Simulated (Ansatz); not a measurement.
Computed with Ansatz on PBE0-D4/def2-TZVP structures; ΔE is electronic, products minus reactants. CBS: MP2 limit from def2 TZ/QZ plus the TZ coupled-cluster correction, frozen cores. This one scheme is used for every species. Functionals use def2-TZVPP. For Se outer-core shells are correlated without core-valence functions, which leaves a few kJ/mol of doubt a bond. Scalar relativity is left out up to krypton. Each species was taken in one conformer, which may not be the lowest.

Consider the hydrogenolysis of a C–Se bond: `O[SiH2]/C=C/[SeH]` + H₂ → `C=C[SiH2]O` + H₂Se.

| level | ΔE (kJ/mol) |
| --- | --- |
| r2SCAN | -45.3 |
| PBE0 | -52.8 |
| MP2/def2-TZVPP | -39.7 |
| SCS-MP2/def2-TZVPP | -47.2 |
| HF/def2-QZVPP | -80.8 |
| HF/CBS(def2) | -80.8 |
| MP2/CBS(def2) | -38.8 |
| CCSD/CBS(def2) | -57.3 |

Q: What does CCSD(T)/CBS give? (An estimate is asked.)

A: Computed: -50.4 kJ/mol. The listed levels differ from it by 5.1, -2.4, 10.7, 3.2, -30.4, -30.4, 11.6, -6.9 kJ/mol.

Largest T1 diagnostic among the species: 0.011.

From PBE to PBE0 (25 % exact exchange), in def2-TZVPP and without D4, ΔE moves by −8.1 kJ/mol. In def2-TZVPP, CCSD(T) changes the Hartree–Fock value by +29.8 kJ/mol (the triples alone add +7.0 kJ/mol) and MP2 by +41.4 kJ/mol. The D4 term adds +9.4 kJ/mol with B3LYP and +5.1 kJ/mol with PBE0; it sums over pairs of atoms, weighted by their polarisabilities, and B3LYP, whose exchange is more repulsive, gets the larger term.

B3LYP here is the variant with VWN-RPA as its local correlation; programs differ in this.
